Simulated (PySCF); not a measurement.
## Calculated data, FH2OSi

Calculation on a computer-drawn molecule: vertical ionisation energy to the stated ion spin, frozen-core CCSD(T) at the basis limit and cheaper methods, single-reference cases, UHF for radicals, no spin-orbit; all values are single points at the evaluated structure, the first of each entry, which is the reference or a displaced copy of it and isn't optimised; the reference structure only sets the zero of the energies above reference; triples share is (T) over the correlation energy. Program: PySCF 2.14.0.

Common to all runs: charge 0; multiplicity 2; ion multiplicity 1; diffuse functions no; basis cc-pV(n+d)Z; reference is the Hartree-Fock double-zeta minimum; best is HF at quadruple zeta + MP2 correlation extrapolated from triple and quadruple zeta + CCSD(T) minus MP2 at triple zeta; basis step is the size of the change from the same recipe one zeta lower.

(1) 
```xyz
5
formula=FH2OSi ionisation_energy_best=8.885 ionisation_energy_basis_step=0.08634 energy_above_reference_best=1.416 energy_above_reference_basis_step=0.2331 total_energy_HF_triple_zeta=-464.5565 total_energy_CCSD(T)_triple_zeta=-465.1812 total_energy_best=-465.2917 T1_diagnostic_at_triple_zeta=0.01425 D1_diagnostic_at_triple_zeta=0.05219 spin_squared_at_triple_zeta=0.7538 ion_T1_diagnostic_at_triple_zeta=0.01939 ion_D1_diagnostic_at_triple_zeta=0.0679 triples_share_at_triple_zeta=0.03101 basis_functions_triple_zeta=127 dipole_magnitude_HF_at_triple_zeta=1.369 dipole_magnitude_CCSD_unrelaxed_at_triple_zeta=1.218 dipole_magnitude_PBE_at_triple_zeta=1.161 dipole_magnitude_r2SCAN_at_triple_zeta=1.2 dipole_magnitude_B3LYP_at_triple_zeta=1.219 dipole_magnitude_wB97X_at_triple_zeta=1.185
O      0.1824     0.9279     3.2097
Si     0.7431     0.9937     1.6484
F      1.5269    -0.4028     1.3305
H     -0.3944     0.2157     3.4785
H      1.6590     2.0726     1.5726
```

Units: ionisation_energy_best, ionisation_energy_basis_step in eV; energy_above_reference_best, energy_above_reference_basis_step in kcal/mol; total_energy_HF_triple_zeta, total_energy_CCSD(T)_triple_zeta, total_energy_best in hartree; dipole_magnitude_HF_at_triple_zeta, dipole_magnitude_CCSD_unrelaxed_at_triple_zeta, dipole_magnitude_PBE_at_triple_zeta, dipole_magnitude_r2SCAN_at_triple_zeta, dipole_magnitude_B3LYP_at_triple_zeta, dipole_magnitude_wB97X_at_triple_zeta in debye.

Reference structure:
```xyz
5
FH2OSi
O      0.1870     0.9390     3.1951
Si     0.7432     0.9651     1.6566
F      1.5494    -0.4036     1.3479
H     -0.4081     0.2603     3.4778
H      1.6952     2.0882     1.5662
```

Drawn bonds:
| atom | other atom | order |
| --- | --- | --- |
| 1 | 2 | 1 |
| 2 | 3 | 1 |
| 1 | 4 | 1 |
| 2 | 5 | 1 |

Triple zeta:
| method | ionisation energy (eV) | energy above reference (kcal/mol) |
| --- | --- | --- |
| HF | 8.87 | 1.971 |
| PBE | 8.631 | 1.306 |
| r2SCAN | 8.876 | 1.526 |
| B3LYP | 8.862 | 1.343 |
| wB97X | 8.834 | 1.505 |
| MP2 | 8.691 | 1.224 |
| CCSD | 8.813 | 1.48 |
| CCSD(T) | 8.744 | 1.397 |

(2) 
```xyz
5
formula=FH2OSi ionisation_energy_best=8.892 ionisation_energy_basis_step=0.08616 energy_above_reference_best=1.511 energy_above_reference_basis_step=0.2019 total_energy_HF_triple_zeta=-464.5568 total_energy_CCSD(T)_triple_zeta=-465.1810 total_energy_best=-465.2915 T1_diagnostic_at_triple_zeta=0.01422 D1_diagnostic_at_triple_zeta=0.05208 spin_squared_at_triple_zeta=0.7538 ion_T1_diagnostic_at_triple_zeta=0.01935 ion_D1_diagnostic_at_triple_zeta=0.06775 triples_share_at_triple_zeta=0.03095 basis_functions_triple_zeta=127 dipole_magnitude_HF_at_triple_zeta=1.361 dipole_magnitude_CCSD_unrelaxed_at_triple_zeta=1.208 dipole_magnitude_PBE_at_triple_zeta=1.15 dipole_magnitude_r2SCAN_at_triple_zeta=1.189 dipole_magnitude_B3LYP_at_triple_zeta=1.208 dipole_magnitude_wB97X_at_triple_zeta=1.175
O      0.1824     0.9279     3.2097
Si     0.7431     0.9937     1.6484
F      1.5269    -0.4028     1.3305
H     -0.3878     0.2239     3.4754
H      1.6590     2.0726     1.5726
```

Units: ionisation_energy_best, ionisation_energy_basis_step in eV; energy_above_reference_best, energy_above_reference_basis_step in kcal/mol; total_energy_HF_triple_zeta, total_energy_CCSD(T)_triple_zeta, total_energy_best in hartree; dipole_magnitude_HF_at_triple_zeta, dipole_magnitude_CCSD_unrelaxed_at_triple_zeta, dipole_magnitude_PBE_at_triple_zeta, dipole_magnitude_r2SCAN_at_triple_zeta, dipole_magnitude_B3LYP_at_triple_zeta, dipole_magnitude_wB97X_at_triple_zeta in debye.

Reference structure:
```xyz
5
FH2OSi
O      0.1870     0.9390     3.1951
Si     0.7432     0.9651     1.6566
F      1.5494    -0.4036     1.3479
H     -0.4081     0.2603     3.4778
H      1.6952     2.0882     1.5662
```

Drawn bonds:
| atom | other atom | order |
| --- | --- | --- |
| 1 | 2 | 1 |
| 2 | 3 | 1 |
| 1 | 4 | 1 |
| 2 | 5 | 1 |

Triple zeta:
| method | ionisation energy (eV) | energy above reference (kcal/mol) |
| --- | --- | --- |
| HF | 8.877 | 1.826 |
| PBE | 8.639 | 1.545 |
| r2SCAN | 8.883 | 1.659 |
| B3LYP | 8.869 | 1.48 |
| wB97X | 8.841 | 1.599 |
| MP2 | 8.7 | 1.347 |
| CCSD | 8.821 | 1.562 |
| CCSD(T) | 8.752 | 1.512 |

(3) 
```xyz
5
formula=FH2OSi ionisation_energy_best=8.599 ionisation_energy_basis_step=0.08134 energy_above_reference_best=2.136 energy_above_reference_basis_step=0.1302 total_energy_HF_triple_zeta=-464.5567 total_energy_CCSD(T)_triple_zeta=-465.1800 total_energy_best=-465.2905 T1_diagnostic_at_triple_zeta=0.01384 D1_diagnostic_at_triple_zeta=0.04954 spin_squared_at_triple_zeta=0.7539 ion_T1_diagnostic_at_triple_zeta=0.01781 ion_D1_diagnostic_at_triple_zeta=0.06072 triples_share_at_triple_zeta=0.0307 basis_functions_triple_zeta=127 dipole_magnitude_HF_at_triple_zeta=1.778 dipole_magnitude_CCSD_unrelaxed_at_triple_zeta=1.68 dipole_magnitude_PBE_at_triple_zeta=1.658 dipole_magnitude_r2SCAN_at_triple_zeta=1.697 dipole_magnitude_B3LYP_at_triple_zeta=1.684 dipole_magnitude_wB97X_at_triple_zeta=1.67
O      0.1681     0.9595     3.1616
Si     0.7481     0.9739     1.6983
F      1.5600    -0.3940     1.3151
H     -0.4129     0.2475     3.4532
H      1.7265     2.0692     1.5827
```

Units: ionisation_energy_best, ionisation_energy_basis_step in eV; energy_above_reference_best, energy_above_reference_basis_step in kcal/mol; total_energy_HF_triple_zeta, total_energy_CCSD(T)_triple_zeta, total_energy_best in hartree; dipole_magnitude_HF_at_triple_zeta, dipole_magnitude_CCSD_unrelaxed_at_triple_zeta, dipole_magnitude_PBE_at_triple_zeta, dipole_magnitude_r2SCAN_at_triple_zeta, dipole_magnitude_B3LYP_at_triple_zeta, dipole_magnitude_wB97X_at_triple_zeta in debye.

Reference structure:
```xyz
5
FH2OSi
O      0.1870     0.9390     3.1951
Si     0.7432     0.9651     1.6566
F      1.5494    -0.4036     1.3479
H     -0.4081     0.2603     3.4778
H      1.6952     2.0882     1.5662
```

Drawn bonds:
| atom | other atom | order |
| --- | --- | --- |
| 1 | 2 | 1 |
| 2 | 3 | 1 |
| 1 | 4 | 1 |
| 2 | 5 | 1 |

Triple zeta:
| method | ionisation energy (eV) | energy above reference (kcal/mol) |
| --- | --- | --- |
| HF | 8.541 | 1.879 |
| PBE | 8.374 | 2.278 |
| r2SCAN | 8.606 | 2.004 |
| B3LYP | 8.585 | 2.109 |
| wB97X | 8.542 | 1.997 |
| MP2 | 8.405 | 2.097 |
| CCSD | 8.519 | 2.058 |
| CCSD(T) | 8.462 | 2.124 |

(4) 
```xyz
5
formula=FH2OSi ionisation_energy_best=8.52 ionisation_energy_basis_step=0.07958 energy_above_reference_best=4.831 energy_above_reference_basis_step=0.3094 total_energy_HF_triple_zeta=-464.5533 total_energy_CCSD(T)_triple_zeta=-465.1756 total_energy_best=-465.2862 T1_diagnostic_at_triple_zeta=0.01363 D1_diagnostic_at_triple_zeta=0.04845 spin_squared_at_triple_zeta=0.7538 ion_T1_diagnostic_at_triple_zeta=0.01729 ion_D1_diagnostic_at_triple_zeta=0.05857 triples_share_at_triple_zeta=0.03047 basis_functions_triple_zeta=127 dipole_magnitude_HF_at_triple_zeta=1.929 dipole_magnitude_CCSD_unrelaxed_at_triple_zeta=1.828 dipole_magnitude_PBE_at_triple_zeta=1.803 dipole_magnitude_r2SCAN_at_triple_zeta=1.845 dipole_magnitude_B3LYP_at_triple_zeta=1.83 dipole_magnitude_wB97X_at_triple_zeta=1.822
O      0.1681     0.9595     3.1616
Si     0.7345     0.9736     1.7327
F      1.5464    -0.3943     1.3495
H     -0.4129     0.2475     3.4532
H      1.7129     2.0689     1.6171
```

Units: ionisation_energy_best, ionisation_energy_basis_step in eV; energy_above_reference_best, energy_above_reference_basis_step in kcal/mol; total_energy_HF_triple_zeta, total_energy_CCSD(T)_triple_zeta, total_energy_best in hartree; dipole_magnitude_HF_at_triple_zeta, dipole_magnitude_CCSD_unrelaxed_at_triple_zeta, dipole_magnitude_PBE_at_triple_zeta, dipole_magnitude_r2SCAN_at_triple_zeta, dipole_magnitude_B3LYP_at_triple_zeta, dipole_magnitude_wB97X_at_triple_zeta in debye.

Reference structure:
```xyz
5
FH2OSi
O      0.1870     0.9390     3.1951
Si     0.7432     0.9651     1.6566
F      1.5494    -0.4036     1.3479
H     -0.4081     0.2603     3.4778
H      1.6952     2.0882     1.5662
```

Drawn bonds:
| atom | other atom | order |
| --- | --- | --- |
| 1 | 2 | 1 |
| 2 | 3 | 1 |
| 1 | 4 | 1 |
| 2 | 5 | 1 |

Triple zeta:
| method | ionisation energy (eV) | energy above reference (kcal/mol) |
| --- | --- | --- |
| HF | 8.447 | 3.988 |
| PBE | 8.303 | 5.366 |
| r2SCAN | 8.531 | 4.663 |
| B3LYP | 8.507 | 4.879 |
| wB97X | 8.458 | 4.639 |
| MP2 | 8.327 | 4.882 |
| CCSD | 8.437 | 4.702 |
| CCSD(T) | 8.384 | 4.878 |

(5) 
```xyz
5
formula=FH2OSi ionisation_energy_best=8.651 ionisation_energy_basis_step=0.08273 energy_above_reference_best=1.15 energy_above_reference_basis_step=0.01377 total_energy_HF_triple_zeta=-464.5576 total_energy_CCSD(T)_triple_zeta=-465.1816 total_energy_best=-465.2921 T1_diagnostic_at_triple_zeta=0.01399 D1_diagnostic_at_triple_zeta=0.05032 spin_squared_at_triple_zeta=0.754 ion_T1_diagnostic_at_triple_zeta=0.01818 ion_D1_diagnostic_at_triple_zeta=0.06233 triples_share_at_triple_zeta=0.03085 basis_functions_triple_zeta=127 dipole_magnitude_HF_at_triple_zeta=1.68 dipole_magnitude_CCSD_unrelaxed_at_triple_zeta=1.583 dipole_magnitude_PBE_at_triple_zeta=1.561 dipole_magnitude_r2SCAN_at_triple_zeta=1.598 dipole_magnitude_B3LYP_at_triple_zeta=1.588 dipole_magnitude_wB97X_at_triple_zeta=1.568
O      0.1681     0.9595     3.1616
Si     0.7573     0.9741     1.6751
F      1.5692    -0.3938     1.2919
H     -0.4129     0.2475     3.4532
H      1.7357     2.0694     1.5595
```

Units: ionisation_energy_best, ionisation_energy_basis_step in eV; energy_above_reference_best, energy_above_reference_basis_step in kcal/mol; total_energy_HF_triple_zeta, total_energy_CCSD(T)_triple_zeta, total_energy_best in hartree; dipole_magnitude_HF_at_triple_zeta, dipole_magnitude_CCSD_unrelaxed_at_triple_zeta, dipole_magnitude_PBE_at_triple_zeta, dipole_magnitude_r2SCAN_at_triple_zeta, dipole_magnitude_B3LYP_at_triple_zeta, dipole_magnitude_wB97X_at_triple_zeta in debye.

Reference structure:
```xyz
5
FH2OSi
O      0.1870     0.9390     3.1951
Si     0.7432     0.9651     1.6566
F      1.5494    -0.4036     1.3479
H     -0.4081     0.2603     3.4778
H      1.6952     2.0882     1.5662
```

Drawn bonds:
| atom | other atom | order |
| --- | --- | --- |
| 1 | 2 | 1 |
| 2 | 3 | 1 |
| 1 | 4 | 1 |
| 2 | 5 | 1 |

Triple zeta:
| method | ionisation energy (eV) | energy above reference (kcal/mol) |
| --- | --- | --- |
| HF | 8.604 | 1.296 |
| PBE | 8.421 | 1.014 |
| r2SCAN | 8.656 | 1.031 |
| B3LYP | 8.637 | 1.058 |
| wB97X | 8.598 | 1.04 |
| MP2 | 8.457 | 1.061 |
| CCSD | 8.573 | 1.115 |
| CCSD(T) | 8.513 | 1.106 |

(6) 
```xyz
5
formula=FH2OSi
O      0.1574     1.0250     3.2295
Si     0.7689     0.9405     1.6722
F      1.6164    -0.3967     1.3649
H     -0.4223     0.2194     3.5137
H      1.7791     2.2203     1.4420
```

Reference structure:
```xyz
5
FH2OSi
O      0.1870     0.9390     3.1951
Si     0.7432     0.9651     1.6566
F      1.5494    -0.4036     1.3479
H     -0.4081     0.2603     3.4778
H      1.6952     2.0882     1.5662
```

Drawn bonds:
| atom | other atom | order |
| --- | --- | --- |
| 1 | 2 | 1 |
| 2 | 3 | 1 |
| 1 | 4 | 1 |
| 2 | 5 | 1 |

**Q.** Estimate the dipole magnitude r2SCAN at triple zeta of FH2OSi (entry 6).
**A.** 1.468 debye

**Q.** Give the missing D1 diagnostic at triple zeta for FH2OSi (entry 6).
**A.** 0.05381

**Q.** FH2OSi (entry 6): energy above reference best?
**A.** 8.186 kcal/mol

**Q.** Estimate the dipole magnitude PBE at triple zeta of FH2OSi (entry 6).
**A.** 1.421 debye

Further results for FH2OSi (entry 6):

```
ionisation energy best                         : 8.72 eV
ionisation energy basis step                   : 0.08588 eV
energy above reference basis step              : 0.4272 kcal/mol
total energy HF triple zeta                    : -464.5408 hartree
total energy CCSD(T) triple zeta               : -465.1710 hartree
total energy best                              : -465.2809 hartree
T1 diagnostic at triple zeta                   : 0.015
spin squared at triple zeta                    : 0.7573
ion T1 diagnostic at triple zeta               : 0.01926
ion D1 diagnostic at triple zeta               : 0.06624
triples share at triple zeta                   : 0.03211
basis functions triple zeta                    : 127
dipole magnitude HF at triple zeta             : 1.556 debye
dipole magnitude CCSD unrelaxed at triple zeta : 1.437 debye
dipole magnitude B3LYP at triple zeta          : 1.45 debye
dipole magnitude wB97X at triple zeta          : 1.424 debye
```

Triple zeta:
| method | ionisation energy (eV) | energy above reference (kcal/mol) |
| --- | --- | --- |
| HF | 8.713 | 11.87 |
| PBE | 8.502 | 5.06 |
| r2SCAN | 8.74 | 7.264 |
| B3LYP | 8.728 | 7.254 |
| wB97X | 8.705 | 8.049 |
| MP2 | 8.525 | 8.277 |
| CCSD | 8.651 | 8.376 |
| CCSD(T) | 8.584 | 7.751 |
